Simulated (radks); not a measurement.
Species: Er II. Configuration: [Xe] 4f12 6s1.

Calculated with a radial shooting solver on a logarithmic mesh with Libxc functionals: scalar-relativistic Kohn-Sham, LDA (Slater exchange, Perdew-Wang correlation), spin-polarised, spherical densities, finite nucleus; open shells are filled with parallel spins first (spin-orbit coupling, left out, can overturn this in heavy ions); Fermi nuclear charge, rms radius 5.2516 fm.

Energy parts (eV):
| part | energy |
|---|---|
| total | -355831.68 |
| kinetic | 385606.66 |
| electron-nucleus | -872992.52 |
| Hartree | 138880.45 |
| exchange-correlation | -7326.28 |

Orbitals (lengths in bohr, moments of r in powers of bohr; <r^-3> diverges for s and p1/2; r(max) is where P^2 peaks):
\begin{tabular}{lrrrr}
orbital & occ. & eigenvalue (eV) & r(max) & <r^-3> \\ \hline
1s up & 1 & -57317.06 & 0.01287 & - \\
1s down & 1 & -57317.05 & 0.01287 & - \\
2s up & 1 & -9636.113 & 0.07330 & - \\
2s down & 1 & -9636.067 & 0.07330 & - \\
2p up & 3 & -8528.629 & 0.05957 & 14310 \\
2p down & 3 & -8528.593 & 0.05957 & 14310 \\
3s up & 1 & -2164.002 & 0.2074 & - \\
3s down & 1 & -2163.129 & 0.2074 & - \\
3p up & 3 & -1826.979 & 0.2040 & 3081 \\
3p down & 3 & -1826.111 & 0.2040 & 3082 \\
3d up & 5 & -1403.716 & 0.1663 & 409.2 \\
3d down & 5 & -1403.038 & 0.1663 & 409.5 \\
4s up & 1 & -432.2680 & 0.4740 & - \\
4s down & 1 & -430.5106 & 0.4740 & - \\
4p up & 3 & -321.3268 & 0.4954 & 698.0 \\
4p down & 3 & -319.5981 & 0.4954 & 697.6 \\
4d up & 5 & -172.5863 & 0.5117 & 77.76 \\
4d down & 5 & -170.8983 & 0.5117 & 77.66 \\
5s up & 1 & -59.1084 & 1.110 & - \\
5s down & 1 & -58.2434 & 1.113 & - \\
5p up & 3 & -33.5338 & 1.273 & 86.65 \\
5p down & 3 & -32.8325 & 1.278 & 85.66 \\
4f up & 7 & -10.6661 & 0.5081 & 10.67 \\
6s up & 1 & -9.6553 & 3.117 & - \\
4f down & 5 & -9.1836 & 0.5090 & 10.51 \\
6s down & 0 & -8.8020 & 3.117 & - \\
\end{tabular}

The highest occupied level is 4f down at -9.184 eV. The electron density at the nucleus is 9.159e+05 e/bohr^3 (large components only). Spin moment in Bohr magnetons: 3. The spin density at the nucleus is 43.18 e/bohr^3 (1s 0.15, 2s -0.58, 3s -5.66, 4s 1.19, 5s 4.48, 6s 43.61).
